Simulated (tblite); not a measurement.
Species: C4H7AsBN.
SMILES with atom numbers: `[CH:1]#[C:2][C@@H:3]1[CH2:4][AsH:5][BH:6][NH:7]1` (hydrogens: H8 on C1; H9 on C3; H10, H11 on C4; H12 on As5; H13 on B6; H14 on N7)

Computed with GFN2-xTB (tblite), gas phase: L-BFGS steps from a force-field or distance-geometry start until the largest atomic force falls under 0.01 eV/Å.

Step 0: E = -504.7772 eV
```
atom  x, y, z in Å  |  force x, y, z in eV/Å
C1      2.9217   -0.1780    0.5129   -2.211   0.230  -0.238
C2      1.7111   -0.0677    0.4046    2.253  -0.253   0.362
C3      0.2638    0.0501    0.2966    0.342   0.112  -0.331
C4     -0.3193   -1.0757   -0.5750    0.291  -1.199   0.575
As5    -2.1870   -0.6494   -0.9955   -0.265  -0.161   0.120
B6     -1.5525    1.2456   -0.7435    0.709   0.484   1.805
N7     -0.1038    1.3635   -0.2774   -1.390  -0.606  -1.668
H8      3.9700   -0.2609    0.6052   -0.277   0.011  -0.053
H9     -0.1672   -0.0262    1.3198    0.066   0.230  -0.437
H10     0.2446   -1.1761   -1.5141    0.025  -0.030   0.202
H11    -0.2774   -2.0515   -0.0222    0.236   0.580  -0.475
H12    -2.6340   -0.7619    0.4943    0.098   0.216  -0.436
H13    -2.3354    2.0635   -0.3903    0.436   0.268  -0.616
H14     0.4647    1.5242   -1.1425   -0.311   0.117   1.190
```

Step 1: E = -504.8302 eV
```
atom  x, y, z in Å  |  force x, y, z in eV/Å
C1      2.8901   -0.1748    0.5095    6.276  -0.521   0.504
C2      1.7433   -0.0713    0.4098   -6.164   0.602  -0.434
C3      0.2686    0.0517    0.2919    0.663  -0.106  -0.331
C4     -0.3151   -1.0928   -0.5668    0.243  -0.270   0.147
As5    -2.1908   -0.6517   -0.9938   -0.113  -0.098   0.193
B6     -1.5424    1.2525   -0.7178    0.233   0.098   1.320
N7     -0.1236    1.3548   -0.3013   -0.840  -0.771  -0.691
H8      3.9661   -0.2608    0.6044   -1.121   0.067  -0.119
H9     -0.1663   -0.0229    1.3135    0.147   0.257  -0.439
H10     0.2450   -1.1765   -1.5112    0.003  -0.091   0.211
H11    -0.2740   -2.0432   -0.0290    0.273  -0.053  -0.096
H12    -2.6326   -0.7589    0.4881    0.057   0.153  -0.346
H13    -2.3292    2.0673   -0.3991    0.335   0.425  -0.536
H14     0.4603    1.5259   -1.1255    0.007   0.309   0.615
```

Q: Estimate the geometry and energy of step 2. (The exact step hangs on the optimiser's Hessian estimate; all steps are aligned on step 1, rigid shifts and turns removed.)

A: E = -505.0530 eV, largest force 0.980 eV/Å
```
atom  x, y, z in Å  |  force x, y, z in eV/Å
C1      2.9125   -0.1760    0.5106   -0.253   0.058  -0.065
C2      1.7222   -0.0696    0.4109   -0.043   0.144   0.004
C3      0.2782    0.0522    0.2851   -0.234  -0.249  -0.316
C4     -0.3096   -1.1099   -0.5585    0.070   0.675  -0.385
As5    -2.1950   -0.6545   -0.9908    0.037  -0.037   0.259
B6     -1.5317    1.2593   -0.6848   -0.597  -0.305   0.715
N7     -0.1476    1.3411   -0.3275   -0.056  -0.807   0.303
H8      3.9537   -0.2601    0.6028    0.011  -0.031  -0.008
H9     -0.1643   -0.0180    1.3046    0.128   0.268  -0.404
H10     0.2453   -1.1776   -1.5071    0.002  -0.156   0.185
H11    -0.2689   -2.0364   -0.0357    0.314  -0.794   0.349
H12    -2.6310   -0.7549    0.4799    0.004   0.066  -0.212
H13    -2.3211    2.0740   -0.4111    0.217   0.596  -0.460
H14     0.4565    1.5298   -1.1057    0.401   0.572   0.034
```

The energy changes by -0.2229 eV. The first-order estimate −F·Δx gives -0.4361 eV and the mean of the old and new forces, exact on a quadratic surface, -0.2258 eV. The step makes an angle of 50° with the force vector and moves no atom by more than 0.038 Å.

What follows is the cost of the whole relaxation. The run took 0.49 s on an Arm Neoverse V1 with one thread, no GPU, shared host with 32 logical CPUs at a one-minute load of 30.
